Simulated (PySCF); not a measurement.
CH₁₁NOSi₃, SMILES N([SiH3])[SiH2]C[SiH2]O.

The structure is a stationary point at PBE-D3(BJ)/def2-SVP. This is a generated structure with no PubChem entry under its InChIKey; it may be hypothetical. The values are those of a single conformer.

Calculation: PBE-D3(BJ)/def2-SVP in PySCF.

Frequencies are harmonic and unscaled.

Computed vibrational spectrum:
```json
[
 {"mode": "1", "ν (cm⁻¹)": "54", "IR (km/mol)": "0.3", "moving atoms (share of kinetic energy)": "Si 55 %, H 25 %, O 14 %"},
 {"mode": "2", "ν (cm⁻¹)": "68", "IR (km/mol)": "3.6", "moving atoms (share of kinetic energy)": "O 40 %, Si 32 %, H 21 %"},
 {"mode": "3", "ν (cm⁻¹)": "108", "IR (km/mol)": "0.3", "moving atoms (share of kinetic energy)": "H 90 %"},
 {"mode": "4", "ν (cm⁻¹)": "134", "IR (km/mol)": "0.2", "moving atoms (share of kinetic energy)": "H 40 %, C 31 %, Si 24 %"},
 {"mode": "5", "ν (cm⁻¹)": "154", "IR (km/mol)": "1.8", "moving atoms (share of kinetic energy)": "Si 42 %, H 28 %, N 23 %"},
 {"mode": "6", "ν (cm⁻¹)": "196", "IR (km/mol)": "4.0", "moving atoms (share of kinetic energy)": "O 35 %, N 29 %, Si 16 %, H 14 %"},
 {"mode": "7", "ν (cm⁻¹)": "254", "IR (km/mol)": "4.1", "moving atoms (share of kinetic energy)": "Si 30 %, N 27 %, O 25 %, H 16 %"},
 {"mode": "8", "ν (cm⁻¹)": "300", "IR (km/mol)": "0.6", "moving atoms (share of kinetic energy)": "H 47 %, Si 25 %, O 11 %, C 10 %"},
 {"mode": "9", "ν (cm⁻¹)": "457", "IR (km/mol)": "8.4", "moving atoms (share of kinetic energy)": "H 89 %"},
 {"mode": "10", "ν (cm⁻¹)": "509", "IR (km/mol)": "6.0", "moving atoms (share of kinetic energy)": "H 53 %, Si 38 %"},
 {"mode": "11", "ν (cm⁻¹)": "521", "IR (km/mol)": "3.2", "moving atoms (share of kinetic energy)": "H 79 %, Si 18 %"},
 {"mode": "12", "ν (cm⁻¹)": "566", "IR (km/mol)": "3.5", "moving atoms (share of kinetic energy)": "H 40 %, Si 31 %, N 18 %, C 11 %"},
 {"mode": "13", "ν (cm⁻¹)": "603", "IR (km/mol)": "11.6", "moving atoms (share of kinetic energy)": "H 48 %, C 35 %, Si 12 %"},
 {"mode": "14", "ν (cm⁻¹)": "648", "IR (km/mol)": "1.5", "moving atoms (share of kinetic energy)": "H 82 %, Si 11 %"},
 {"mode": "15", "ν (cm⁻¹)": "671", "IR (km/mol)": "55.4", "moving atoms (share of kinetic energy)": "H 87 %"},
 {"mode": "16", "ν (cm⁻¹)": "693", "IR (km/mol)": "34.6", "moving atoms (share of kinetic energy)": "H 78 %, N 11 %"},
 {"mode": "17", "ν (cm⁻¹)": "716", "IR (km/mol)": "26.1", "moving atoms (share of kinetic energy)": "H 51 %, C 29 %, Si 17 %"},
 {"mode": "18", "ν (cm⁻¹)": "734", "IR (km/mol)": "31.6", "moving atoms (share of kinetic energy)": "H 77 %, C 10 %, Si 10 %"},
 {"mode": "19", "ν (cm⁻¹)": "759", "IR (km/mol)": "36.5", "moving atoms (share of kinetic energy)": "H 74 %, N 14 %"},
 {"mode": "20", "ν (cm⁻¹)": "779", "IR (km/mol)": "130.2", "moving atoms (share of kinetic energy)": "H 66 %, C 17 %"},
 {"mode": "21", "ν (cm⁻¹)": "815", "IR (km/mol)": "289.4", "moving atoms (share of kinetic energy)": "H 74 %, Si 16 %, N 9 %"},
 {"mode": "22", "ν (cm⁻¹)": "835", "IR (km/mol)": "9.1", "moving atoms (share of kinetic energy)": "O 50 %, H 26 %, Si 20 %"},
 {"mode": "23", "ν (cm⁻¹)": "870", "IR (km/mol)": "230.9", "moving atoms (share of kinetic energy)": "N 42 %, H 32 %, Si 22 %"},
 {"mode": "24", "ν (cm⁻¹)": "893", "IR (km/mol)": "102.5", "moving atoms (share of kinetic energy)": "H 92 %"},
 {"mode": "25", "ν (cm⁻¹)": "909", "IR (km/mol)": "180.4", "moving atoms (share of kinetic energy)": "H 81 %, Si 11 %"},
 {"mode": "26", "ν (cm⁻¹)": "921", "IR (km/mol)": "92.9", "moving atoms (share of kinetic energy)": "H 94 %"},
 {"mode": "27", "ν (cm⁻¹)": "928", "IR (km/mol)": "124.2", "moving atoms (share of kinetic energy)": "H 91 %"},
 {"mode": "28", "ν (cm⁻¹)": "940", "IR (km/mol)": "106.3", "moving atoms (share of kinetic energy)": "H 92 %"},
 {"mode": "29", "ν (cm⁻¹)": "956", "IR (km/mol)": "80.3", "moving atoms (share of kinetic energy)": "H 84 %, Si 12 %"},
 {"mode": "30", "ν (cm⁻¹)": "981", "IR (km/mol)": "44.9", "moving atoms (share of kinetic energy)": "H 87 %, Si 9 %"},
 {"mode": "31", "ν (cm⁻¹)": "1024", "IR (km/mol)": "57.0", "moving atoms (share of kinetic energy)": "H 63 %, C 34 %"},
 {"mode": "32", "ν (cm⁻¹)": "1073", "IR (km/mol)": "113.4", "moving atoms (share of kinetic energy)": "H 91 %"},
 {"mode": "33", "ν (cm⁻¹)": "1138", "IR (km/mol)": "112.1", "moving atoms (share of kinetic energy)": "H 74 %, N 23 %"},
 {"mode": "34", "ν (cm⁻¹)": "1322", "IR (km/mol)": "15.4", "moving atoms (share of kinetic energy)": "H 92 %"},
 {"mode": "35", "ν (cm⁻¹)": "2126", "IR (km/mol)": "164.5", "moving atoms (share of kinetic energy)": "H 97 %"},
 {"mode": "36", "ν (cm⁻¹)": "2130", "IR (km/mol)": "101.4", "moving atoms (share of kinetic energy)": "H 97 %"},
 {"mode": "37", "ν (cm⁻¹)": "2145", "IR (km/mol)": "185.4", "moving atoms (share of kinetic energy)": "H 97 %"},
 {"mode": "38", "ν (cm⁻¹)": "2165", "IR (km/mol)": "142.3", "moving atoms (share of kinetic energy)": "H 97 %"},
 {"mode": "39", "ν (cm⁻¹)": "2171", "IR (km/mol)": "117.5", "moving atoms (share of kinetic energy)": "H 97 %"},
 {"mode": "40", "ν (cm⁻¹)": "2179", "IR (km/mol)": "72.4", "moving atoms (share of kinetic energy)": "H 97 %"},
 {"mode": "41", "ν (cm⁻¹)": "2195", "IR (km/mol)": "84.0", "moving atoms (share of kinetic energy)": "H 96 %"},
 {"mode": "42", "ν (cm⁻¹)": "2986", "IR (km/mol)": "0.4", "moving atoms (share of kinetic energy)": "H 95 %"},
 {"mode": "43", "ν (cm⁻¹)": "3050", "IR (km/mol)": "0.5", "moving atoms (share of kinetic energy)": "H 91 %, C 9 %"},
 {"mode": "44", "ν (cm⁻¹)": "3413", "IR (km/mol)": "534.8", "moving atoms (share of kinetic energy)": "H 94 %"},
 {"mode": "45", "ν (cm⁻¹)": "3474", "IR (km/mol)": "29.0", "moving atoms (share of kinetic energy)": "H 93 %"}
]
```
